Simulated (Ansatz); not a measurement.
Two isomers of C3H9BO: A = `CC(C)BO`, B = `BOCCC`.

Computed with Ansatz on PBE0-D4/def2-TZVP structures; ΔE is electronic, products minus reactants. CBS: MP2 limit from def2 TZ/QZ plus the TZ coupled-cluster correction, frozen cores. Functionals use def2-TZVPP. B3LYP here is the variant with VWN-RPA as its local correlation; programs differ in this. One conformer a species, not always the lowest.

Which isomer does CCSD(T)/CBS put lower? Give the gap. (An estimate is asked.)

The calculation gave: A, by 72.5 kJ/mol.

Give E(B) − E(A) in kJ/mol with B3LYP, CCSD(T)/def2-TZVPP, CCSD/def2-TZVPP, PBE-D4, MP2/def2-TZVPP, r2SCAN-D4, HF/def2-TZVPP. (Best estimate.)

The calculation gave: B3LYP 63.3, CCSD(T)/def2-TZVPP 71.1, CCSD/def2-TZVPP 70.2, PBE-D4 72.3, MP2/def2-TZVPP 77.1, r2SCAN-D4 72.4, HF/def2-TZVPP 56.1. None reverses the order clearly.

Largest T1 diagnostic: 0.012.

In def2-TZVPP, CCSD(T) changes the Hartree–Fock value by +15.0 kJ/mol (the triples alone add +1.0 kJ/mol) and MP2 by +21.0 kJ/mol.
